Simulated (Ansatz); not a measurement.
HBCl, SMILES `[BH-]Cl` (lower singlet) (charge -1, multiplicity 1). This singlet lies 0.53 eV below the relaxed triplet at the level composite: frozen-core CCSD(T) with HF/aug-cc-pVQZ and the correlation energy extrapolated as X^-3 from aug-cc-pVTZ and aug-cc-pVQZ, plus CCSDT(Q) minus CCSD(T) in aug-cc-pVDZ // PBE0-D3(BJ)/def2-TZVPD (Ansatz, a quantum-chemistry and plane-wave program).

Cartesian coordinates (Å):
```xyz
3

B     -0.3390     0.6132     0.0000
Cl     1.3810    -0.2027     0.0000
H     -1.0421    -0.4106     0.0000
```
Charge -1, spin multiplicity 1.

The restricted HF start is unstable towards unrestricted orbitals.

**Question.** Give the natural occupations of the active orbitals, the CASSCF energy and the corrected energy for frozen-core fic-MRCISD+Q@CASSCF(2e,2o)/aug-cc-pVTZ // PBE0-D3(BJ)/def2-TZVPD run with Ansatz.

**Answer.** 
```
Quantity                       Result
-----------------------  ------------
natural occupations        1.90, 0.10
CASSCF energy            -484.7589 Ha
corrected energy         -485.0829 Ha
weight of the reference         0.895
```
